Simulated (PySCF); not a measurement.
Vertical excitations of a molecule C4H9NO from TDDFT-ωB97X/def2-SVPD in PySCF 2.14.0, as energy in eV (oscillator strength): 5.82 (0.001), 6.97 (0.030), 7.14 (0.285), 7.71 (0.026), 8.32 (0.009), 8.35 (0.004), 8.78 (0.003), 9.00 (0.004), 9.14 (0.073), 9.16 (0.018). Lowest triplet (TDA): 5.31 eV. Geometry: B3LYP-D3(BJ)/def2-SVP. The values are those of a single conformer.

Task: Pick the molecule that these values belong to.
(A) CC(=O)N(C)C
(B) CCO/C=N/C
(C) CO/C=C/CN
(D) C/N=C\CCO

Result: A, CC(=O)N(C)C
